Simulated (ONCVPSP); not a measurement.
Transferability test, ONCV potential for Zn

- Element: Zn (Z = 30)
- Generator: ONCVPSP 4.0.1
- Type: optimised norm-conserving Vanderbilt (ONCV)
- Functional: PW91
- Relativity: scalar-relativistic
- Frozen core: [Ar] 3d10
- Valence charge: 2
- Reference configuration: 4s2
- Partial waves: 4s: rc 1.60 bohr, ncon 4, nbas 8, qcut 5 1/bohr, 2 projectors, debl 2.4 Ha; p scattering state at 0.38 Ha: rc 1.60 bohr, ncon 4, nbas 7, qcut 4.9 1/bohr, local
- Local potential: the p channel
- Core correction: Teter function, fcfact 4.5, rcfact 1.55

Energies are relative to the spin-unpolarised reference configuration 4s2; without spin polarisation the order of configurations can differ from experiment.

Question: Give the all-electron excitation energy and the error of the potential for: 4s1; 4s1.5; 4s1 4p1; 4s0 4p1.

Answer:

```tsv
valence configuration	charge	ΔE all-electron (eV)	error AE − PS (meV)
4s1	+1	9.963	-189
4s1.5	+0.5	3.977	-41
4s1 4p1	0	5.118	-25
4s0 4p1	+1	16.317	-254
```

Levels in the configuration 4s1.5:

```json
{"level": "4s", "all-electron (eV)": "-9.916", "pseudo (eV)": "-10.094"}
```

Note: ghosts flagged at negative energy: s at -197.9 eV; no localised positive-energy state flagged. A true bound ghost makes a file unfit for plane-wave use.
